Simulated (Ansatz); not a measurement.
`[F][Sn][Cl]` + `O[SiH3]` → `[SiH3][O][Sn][Cl]` + H–F at 400 K and 1 bar (ligand exchange at the Sn–F bond).

Isolated molecules relaxed with PBE0-D4/def2-TZVP in Ansatz; ΔE leaves out vibrations. CCSD(T)/CBS is the MP2 limit (def2-TZVPP, def2-QZVPP) plus CCSD(T) − MP2 in def2-TZVPP, frozen cores. This one scheme is used for every species. Elements past krypton have def2 core potentials. For Sn outer-core shells are correlated without core-valence functions, which leaves a few kJ/mol of doubt a bond. One conformer a species, not always the lowest.

```tsv
species	CCSD(T)/CBS energy (Eh)	H − E (kJ/mol)	S (J/(mol·K))
`[F][Sn][Cl]`	-773.69640	25.0	315.5
`O[SiH3]`	-366.69042	120.0	276.4
`[SiH3][O][Sn][Cl]`	-1039.98803	109.0	396.1
H–F	-100.39570	36.5	182.2
```

H − E and S are ideal-gas, rigid-rotor, harmonic terms from PBE0-D4/def2-TZVP, for one conformer and one mirror image of each species. 1 Eh = 2625.50 kJ/mol, R = 8.31446 J/(mol·K).

Question: By hand: ΔE, ΔH, ΔS and ΔG.

Answer: ΔE = (-1039.98803) + (-100.39570) − (-773.69640) − (-366.69042) = 0.00309 Eh = 8.1 kJ/mol. Δ(H − E) = 109.0 + 36.5 − 25.0 − 120.0 = 0.5, so ΔH = 8.6 kJ/mol. ΔS = 396.1 + 182.2 − 315.5 − 276.4 = -13.6 J/(mol·K). ΔG = 8.6 − 400 × (-13.6)/1000 = 14.0 kJ/mol.

Question: By hand: the equilibrium constant, and the temperature at which ΔG would vanish if ΔH and ΔS stayed fixed.

Answer: log₁₀ K = −ΔG/(RT ln 10) = -1.8. ΔH and −TΔS have one sign here, so there is no such temperature.

TΔS isn't small against ΔH here. A doubt of 5 kJ/mol in ΔE shifts log₁₀ K by 0.7 here. Other conformers and mirror images would add mixing entropy, several J/(mol·K) or more a flexible species. These are equilibria of isolated gas molecules and say nothing of rates. Largest T1 diagnostic: 0.016 (customary marks: 0.02 for closed shells, 0.045 for open ones).
